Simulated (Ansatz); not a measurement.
Steps of a relaxation of C$_{4}$H$_{4}$F$_{4}$, SMILES `FC(F)/C=C\C(F)F` with RKS PBE0-D4/def2-TZVP.

```sh
$ ansatz run in.yaml --threads 4 --pin off --events-out ev --progress --plain --max-ram 11315MiB
```

```yaml
crystal:
  periodic: [false, false, false]
  atoms:
    - {symbol: F, position_ang: [2.346587, 0.921200, 1.321729]}
    - {symbol: C, position_ang: [1.075336, 0.831421, 0.828471]}
    - {symbol: F, position_ang: [0.238229, 0.499874, 1.867225]}
    - {symbol: C, position_ang: [1.031471, -0.228286, -0.245088]}
    - {symbol: C, position_ang: [-0.090130, -0.751941, -0.767855]}
    - {symbol: C, position_ang: [-1.494018, -0.389659, -0.348177]}
    - {symbol: F, position_ang: [-1.647832, 0.976061, -0.313590]}
    - {symbol: F, position_ang: [-2.380569, -0.892445, -1.258467]}
    - {symbol: H, position_ang: [0.768872, 1.837290, 0.459351]}
    - {symbol: H, position_ang: [2.016690, -0.548749, -0.620514]}
    - {symbol: H, position_ang: [-0.024837, -1.527105, -1.548333]}
    - {symbol: H, position_ang: [-1.762800, -0.782859, 0.659246]}
basis:
  gaussian: {orbitals: def2-TZVP}
hamiltonian: {xc: pbe0, dispersion: d4}
relax: {f_tol: 0.005, max_steps: 150}
```

Positions (Å) and forces (eV/Å) along the path, 6 of 6 steps:

```xyz
12
step=1 energy=-15071.1273 eV
F     2.347    0.921    1.322   -0.562   -0.049   -0.129
C     1.075    0.831    0.828   -0.197    0.176   -0.068
F     0.238    0.500    1.867    0.476    0.162   -0.386
C     1.031   -0.228   -0.245   -0.406   -0.323   -0.404
C    -0.090   -0.752   -0.768    0.631    0.087    0.149
C    -1.494   -0.390   -0.348    0.016    0.019    0.271
F    -1.648    0.976   -0.314   -0.034   -0.627   -0.093
F    -2.381   -0.892   -1.258    0.340    0.288    0.370
H     0.769    1.837    0.459    0.223   -0.574    0.291
H     2.017   -0.549   -0.621   -0.542    0.160    0.208
H    -0.025   -1.527   -1.548   -0.027    0.431    0.420
H    -1.763   -0.783    0.659    0.083    0.251   -0.629
12
step=2 energy=-15071.1828 eV
F     2.333    0.915    1.307   -0.168   -0.015   -0.045
C     1.066    0.826    0.821   -0.051    0.047    0.058
F     0.250    0.489    1.863    0.171    0.052   -0.177
C     1.023   -0.223   -0.252   -0.076   -0.065   -0.052
C    -0.085   -0.752   -0.758    0.105    0.032    0.023
C    -1.482   -0.387   -0.344   -0.046    0.059    0.047
F    -1.643    0.970   -0.328    0.017   -0.250   -0.026
F    -2.361   -0.892   -1.249    0.105    0.082    0.112
H     0.763    1.825    0.474    0.061   -0.181    0.067
H     1.996   -0.543   -0.621   -0.139    0.062    0.059
H    -0.020   -1.517   -1.530   -0.024    0.109    0.120
H    -1.761   -0.765    0.650    0.047    0.067   -0.185
12
step=3 energy=-15071.1878 eV
F     2.330    0.913    1.302   -0.001    0.001   -0.007
C     1.065    0.824    0.820   -0.011   -0.015    0.037
F     0.257    0.484    1.862    0.012    0.003   -0.013
C     1.019   -0.222   -0.251   -0.006    0.015   -0.016
C    -0.086   -0.750   -0.754    0.003   -0.010    0.016
C    -1.480   -0.386   -0.345   -0.011    0.036   -0.011
F    -1.642    0.965   -0.335    0.002   -0.019   -0.002
F    -2.356   -0.892   -1.248    0.005   -0.003    0.003
H     0.762    1.817    0.478    0.000    0.015   -0.009
H     1.988   -0.534   -0.623    0.011   -0.012    0.007
H    -0.022   -1.516   -1.518   -0.001    0.000   -0.017
H    -1.759   -0.758    0.644   -0.004   -0.012    0.014
12
step=4 energy=-15071.1879 eV
F     2.330    0.913    1.301    0.005    0.002    0.000
C     1.065    0.824    0.820   -0.007   -0.007    0.014
F     0.258    0.486    1.862    0.003    0.002   -0.001
C     1.019   -0.221   -0.251   -0.001   -0.010    0.003
C    -0.086   -0.750   -0.753    0.005    0.005   -0.006
C    -1.480   -0.387   -0.344   -0.001    0.017   -0.005
F    -1.643    0.964   -0.334   -0.002   -0.003    0.000
F    -2.355   -0.893   -1.248   -0.003   -0.004   -0.002
H     0.763    1.818    0.478    0.000    0.004   -0.004
H     1.989   -0.538   -0.618    0.002    0.006   -0.005
H    -0.022   -1.512   -1.522   -0.001   -0.007    0.004
H    -1.760   -0.760    0.645    0.000   -0.005    0.004
12
step=5 energy=-15071.1879 eV
F     2.331    0.914    1.301   -0.001    0.001   -0.001
C     1.066    0.825    0.821    0.005   -0.008   -0.011
F     0.259    0.487    1.863   -0.002   -0.002   -0.001
C     1.019   -0.222   -0.251    0.001    0.008    0.014
C    -0.086   -0.750   -0.753   -0.015    0.006    0.000
C    -1.481   -0.386   -0.345    0.010   -0.008   -0.006
F    -1.645    0.964   -0.333    0.003    0.002    0.000
F    -2.356   -0.892   -1.250    0.001    0.000    0.001
H     0.763    1.818    0.477   -0.001    0.004    0.001
H     1.989   -0.537   -0.619    0.002   -0.001    0.000
H    -0.022   -1.514   -1.520    0.000   -0.001   -0.001
H    -1.760   -0.762    0.643   -0.003    0.001    0.003
12
step=6 energy=-15071.1880 eV
F     2.331    0.915    1.300    0.000   -0.001   -0.001
C     1.066    0.824    0.821    0.000    0.004    0.001
F     0.260    0.486    1.864    0.000   -0.001    0.001
C     1.019   -0.222   -0.250    0.002    0.001   -0.001
C    -0.086   -0.750   -0.753   -0.001   -0.002    0.000
C    -1.480   -0.386   -0.345   -0.003    0.000    0.002
F    -1.644    0.964   -0.333    0.000    0.001   -0.001
F    -2.355   -0.891   -1.250    0.001    0.000    0.000
H     0.762    1.818    0.478    0.000   -0.002    0.000
H     1.988   -0.538   -0.618    0.000    0.000    0.000
H    -0.022   -1.514   -1.520    0.000    0.000    0.000
H    -1.761   -0.762    0.643    0.001    0.001   -0.001
```

It took 38 s on 4 threads of an Arm Neoverse V2 on a shared host, with 0.86 GiB of host memory at the peak.
